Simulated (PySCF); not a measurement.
**SbH: script and output**

Input:

```python
from pyscf import gto, scf

mol = gto.M(
    atom='Sb 0 0 0; H 0 0 1.685',
    basis='jorge-dzp-dkh',
    charge=0,
    spin=2,
    verbose=4,
)
mf = scf.ROHF(mol)
mf = mf.sfx2c1e()
mf.kernel()
mf.dip_moment()
print('orbital energies (hartree):', mf.mo_energy[..., max(0, mol.nelec[1]-3):mol.nelec[0]+3].round(4))
```

```bash
$ OMP_NUM_THREADS=1 python input.py
```

It prints (some set-up lines and the per-cycle HOMO/LUMO lines with their warnings removed):

```
PySCF version 2.14.0

[INPUT] verbose = 4
[INPUT] num. atoms = 2
[INPUT] num. electrons = 52
[INPUT] charge = 0
[INPUT] spin (= nelec alpha-beta = 2S) = 2
[INPUT] symmetry False subgroup None
[INPUT] Mole.unit = angstrom
[INPUT] Symbol           X                Y                Z      unit          X                Y                Z       unit  Magmom
[INPUT]  1 Sb     0.000000000000   0.000000000000   0.000000000000 AA    0.000000000000   0.000000000000   0.000000000000 Bohr   0.0
[INPUT]  2 H      0.000000000000   0.000000000000   1.685000000000 AA    0.000000000000   0.000000000000   3.184188519892 Bohr   0.0

nuclear repulsion = 16.0166396183502
number of shells = 21
number of NR pGTOs = 118
number of NR cGTOs = 53
basis = jorge-dzp-dkh
ecp = {}

******** <class 'pyscf.x2c.sfx2c1e.sfX2C1eROHF'> ********
method = sfX2C1eROHF
initial guess = minao
damping factor = 0
level_shift factor = 0
DIIS = <class 'pyscf.scf.diis.CDIIS'>
diis_start_cycle = 1
diis_space = 8
diis_damp = 0
SCF conv_tol = 1e-09
SCF conv_tol_grad = None
SCF max_cycles = 50
direct_scf = True
direct_scf_tol = 1e-13
num. doubly occ = 25  num. singly occ = 2

******** <class 'pyscf.x2c.sfx2c1e.SpinFreeX2CHelper'> ********
approx = 1e
xuncontract = 1
Set gradient conv threshold to 3.16228e-05
init E= -6468.06421286068
cycle= 1 E= -6471.09042075932  delta_E= -3.03  |g|= 0.632  |ddm|= 1.71
cycle= 2 E= -6471.12156642335  delta_E= -0.0311  |g|= 0.123  |ddm|= 0.749
cycle= 3 E= -6471.12356490482  delta_E= -0.002  |g|= 0.0201  |ddm|= 0.152
cycle= 4 E= -6471.12363289593  delta_E= -6.8e-05  |g|= 0.00487  |ddm|= 0.0207
cycle= 5 E= -6471.12364113485  delta_E= -8.24e-06  |g|= 0.000994  |ddm|= 0.00872
cycle= 6 E= -6471.123641723  delta_E= -5.88e-07  |g|= 7.69e-05  |ddm|= 0.00311
cycle= 7 E= -6471.1236417268  delta_E= -3.8e-09  |g|= 1.25e-05  |ddm|= 0.000214
cycle= 8 E= -6471.12364172693  delta_E= -1.24e-10  |g|= 1.46e-06  |ddm|= 5.39e-05
Extra cycle  E= -6471.12364172692  delta_E= 7.28e-12  |g|= 4.59e-07  |ddm|= 5.06e-06
converged SCF energy = -6471.12364172692
Dipole moment(X, Y, Z, Debye):  0.00000,  0.00000, -0.03435
orbital energies (hartree): [-1.4189 -0.7085 -0.4077 -0.1405 -0.1405  0.1352  0.2765  0.2905]
```

In short: E(SCF) = -6471.123642 Eh, 8 cycles, μz(SCF) = -0.03 D.

Hardware: Intel Xeon 6975P-C, 1 thread, shared host. Wall time 0.84 s.

The bond length is a typed value, not an optimised one. No search for the lowest solution was made.
